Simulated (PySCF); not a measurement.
## Radial density of C (carbon, neutral)

UHF, [He] 2s2 2p2, high-spin 3P determinant. Computed with PySCF 2.14 in aug-cc-pVDZ, with the non-relativistic Hamiltonian (point nucleus).

| r (bohr) | 4πr²ρ (e/bohr) | 4πr²(ρα − ρβ) |
| --- | --- | --- |
| 0.00555 | 0.04599 | 0.0001 |
| 0.00933 | 0.1249 | 0.0002 |
| 0.0157 | 0.3264 | 0.0004 |
| 0.0264 | 0.8140 | 0.0011 |
| 0.0444 | 1.857 | 0.0026 |
| 0.0747 | 3.675 | 0.0059 |
| 0.126 | 5.714 | 0.0148 |
| 0.211 | 6.007 | 0.0511 |
| 0.355 | 3.446 | 0.1966 |
| 0.598 | 1.524 | 0.5768 |
| 1.01 | 2.239 | 1.0749 |
| 1.69 | 1.917 | 0.8991 |
| 2.85 | 0.4900 | 0.2524 |
| 4.79 | 0.02684 | 0.0184 |
| 8.05 | 0.0001395 | 0.0001 |
